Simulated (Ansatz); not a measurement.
C₃H₇O (SMILES [CH2]C(C)O), doublet, geometry from GFN2-xTB; CCSD(T)/STO-3G in Ansatz (a quantum-chemistry and plane-wave program).

Input for Ansatz:
Ansatz 0.2 input:
```yaml
crystal:
  periodic: [false, false, false]
  atoms:
    - {symbol: O, position_ang: [-0.05892672, 1.35633054, -0.11322781]}
    - {symbol: C, position_ang: [-0.02863471, 0.02565496, 0.35439911]}
    - {symbol: H, position_ang: [0.82063304, 1.73921461, -0.02733603]}
    - {symbol: H, position_ang: [0.14012484, 0.02515463, 1.45324908]}
    - {symbol: C, position_ang: [-1.32028118, -0.61414156, 0.06029069]}
    - {symbol: C, position_ang: [1.14796001, -0.75883329, -0.27258888]}
    - {symbol: H, position_ang: [1.05098018, -0.75215105, -1.35533659]}
    - {symbol: H, position_ang: [-2.03739428, -0.10086714, -0.54501858]}
    - {symbol: H, position_ang: [2.09748678, -0.30189391, 0.00291482]}
    - {symbol: H, position_ang: [-1.53264840, -1.58991250, 0.44633478]}
    - {symbol: H, position_ang: [1.13796680, -1.78626957, 0.07840942]}
basis:
  gaussian:
    orbitals: STO-3G
magnetization: {spin_polarized: true, initial_magnetization: 1}
correlation: {method: ccsd_t, electrons: outside_noble_gas}
accuracy: high
```

Output, abridged:

```
Functional definition: HF
562 factors; integrals over basis functions are off by at most 3.4e-9 eV
mean field evaluation 1: about -5169.5600 eV, gradient 1.7e1 eV
mean field evaluation 2: about -5169.8006 eV, gradient 1.7e1 eV
mean field evaluation 4: about -5171.9315 eV, gradient 1.5e0 eV
mean field evaluation 8: about -5171.9605 eV, gradient 4.2e-2 eV
mean field evaluation 16: about -5171.5335 eV, gradient 4.8e0 eV
mean field -5171.96056932 eV, -190.0660452417 hartree, gradient 1.3e-8 eV, S^2 0.765246; 0 other end points of the search recorded, 0 dependent functions left out
4 core orbitals not correlated
reference -5171.96056932 eV, -190.0660452417 hartree; 13, 12 occupied and 10, 11 virtual orbitals, 562 factors
second order -4.59785949 eV of doubles, -0.00000000 eV of singles
cycle   1  -5.65610715 eV  change    -1.1e0 eV  update   7.3e-2
cycle   2  -6.15364198 eV  change   -5.0e-1 eV  update   2.9e-2
cycle   3  -6.20091606 eV  change   -4.7e-2 eV  update   7.9e-3
cycle   4  -6.20688069 eV  change   -6.0e-3 eV  update   3.3e-3
cycle   5  -6.20820800 eV  change   -1.3e-3 eV  update   1.3e-3
cycle   6  -6.20831200 eV  change   -1.0e-4 eV  update   3.9e-4
cycle   7  -6.20828356 eV  change    2.8e-5 eV  update   1.8e-4
cycle   8  -6.20833023 eV  change   -4.7e-5 eV  update   6.3e-5
cycle   9  -6.20834565 eV  change   -1.5e-5 eV  update   3.1e-5
cycle  10  -6.20833196 eV  change    1.4e-5 eV  update   1.0e-5
cycle  11  -6.20832916 eV  change    2.8e-6 eV  update   3.2e-6
cycle  12  -6.20832835 eV  change    8.2e-7 eV  update   1.0e-6
cycle  13  -6.20832876 eV  change   -4.2e-7 eV  update   4.1e-7
cycle  14  -6.20832858 eV  change    1.8e-7 eV  update   1.7e-7
cycle  15  -6.20832845 eV  change    1.3e-7 eV  update   8.1e-8
cycle  16  -6.20832839 eV  change    5.5e-8 eV  update   4.1e-8
cycle  17  -6.20832839 eV  change    3.2e-9 eV  update   2.4e-8
cycle  18  -6.20832810 eV  change    2.9e-7 eV  update   8.9e-8
cycle  19  -6.20832802 eV  change    8.3e-8 eV  update   2.5e-8
cycle  20  -6.20832801 eV  change    1.2e-8 eV  update   7.0e-9
cycle  21  -6.20832801 eV  change  -9.6e-11 eV  update   2.9e-9
perturbative correction -0.04762418 eV, -0.0017501565 hartree
Total energy: -5178.21652151 eV, -190.2959472442 hartree
```
